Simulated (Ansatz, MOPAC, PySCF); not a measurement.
Pair of molecules: ethylamine (SMILES CCN) (first 10 atoms) with NH3 (SMILES N); geometry from B3LYP-D3(BJ)/def2-TZVP, rigid monomers moved along the line of their centres of mass till N3···H14 is 2.52 Å.
(charge 0, multiplicity 1):
```xyz
14

C      1.3411     0.2681     0.3568
C     -0.1120     0.6768     0.1757
N     -1.0094    -0.3729     0.6788
H      2.0087     1.0483    -0.0130
H      1.5587     0.0941     1.4108
H      1.5605    -0.6468    -0.2013
H     -0.2981     0.9239    -0.8788
H     -0.3093     1.5816     0.7555
H     -1.9799    -0.1173     0.5373
H     -0.8553    -1.2390     0.1737
N      0.0076    -0.2140     4.0265
H      0.2795    -1.1060     4.4243
H     -0.6818     0.1905     4.6500
H     -0.4503    -0.4022     3.1341
```

Interaction energies are E(AB) − E(A) − E(B) at the monomers' geometry in the complex; basis-set methods are counterpoise corrected.

The state that PM6 reach isn't checked.

Codes used: Ansatz (Gaussian basis) for Hartree–Fock, density functionals and correlated methods; MOPAC for PM6 (differences of heats of formation); PySCF for the dispersion terms. Each number belongs to the level named beside it.

Problem. Estimate the interaction energy that PBE0-D3(BJ)/def2-TZVPPD returns for this input.

Solution. -169 meV

Problem. Give the interaction energy at the level HF/aug-cc-pVDZ.

Solution. -82 meV

Problem. Estimate the interaction energy that PM6 returns for this input.

Solution. -105 meV

Ansatz is a program for electronic structure.
